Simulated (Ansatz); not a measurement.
`C=Cc1ccccc1` + HBr → `Brc1ccccc1` + `C=C` at 500 K and 1 bar (substitution at a C–C bond).

Isolated molecules relaxed with PBE0-D4/def2-TZVP in Ansatz; ΔE leaves out vibrations. CCSD(T)/CBS adds triple-zeta CCSD(T) − MP2 to the extrapolated MP2 energy (def2 sets, frozen cores). This one scheme is used for every species. For Br outer-core shells are correlated without core-valence functions, which leaves a few kJ/mol of doubt a bond. Scalar relativity is left out up to krypton. Each species was taken in one conformer, which may not be the lowest.

```
      species  CCSD(T)/CBS energy (Eh)  H − E (kJ/mol)  S (J/(mol·K))
`C=Cc1ccccc1`               -309.21884           402.4          426.3
          HBr              -2573.91920            30.5          213.7
 `Brc1ccccc1`              -2804.64240           281.1          388.5
        `C=C`                -78.48111           155.1          245.3
```

H − E and S are ideal-gas, rigid-rotor, harmonic terms from PBE0-D4/def2-TZVP, for one conformer and one mirror image of each species. 1 Eh = 2625.50 kJ/mol, R = 8.31446 J/(mol·K).

By hand: ΔE, ΔH, ΔS and ΔG.

ΔE = (-2804.64240) + (-78.48111) − (-309.21884) − (-2573.91920) = 0.01453 Eh = 38.1 kJ/mol. Δ(H − E) = 281.1 + 155.1 − 402.4 − 30.5 = 3.3, so ΔH = 41.4 kJ/mol. ΔS = 388.5 + 245.3 − 426.3 − 213.7 = -6.2 J/(mol·K). ΔG = 41.4 − 500 × (-6.2)/1000 = 44.5 kJ/mol.

By hand: the equilibrium constant, and the temperature at which ΔG would vanish if ΔH and ΔS stayed fixed.

log₁₀ K = −ΔG/(RT ln 10) = -4.6. ΔH and −TΔS have one sign here, so there is no such temperature.

The number of gas molecules stays the same, so ΔS is small and ΔH decides. A doubt of 5 kJ/mol in ΔE shifts log₁₀ K by 0.5 here. Other conformers and mirror images would add mixing entropy, several J/(mol·K) or more a flexible species. Modes under 60 cm⁻¹, often nearly free rotors, make the harmonic entropy too high. These are equilibria of isolated gas molecules and say nothing of rates. Largest T1 diagnostic: 0.011 (customary marks: 0.02 for closed shells, 0.045 for open ones).

ΔS is within the doubt of such terms, so its sign, and with it that verdict, could turn.
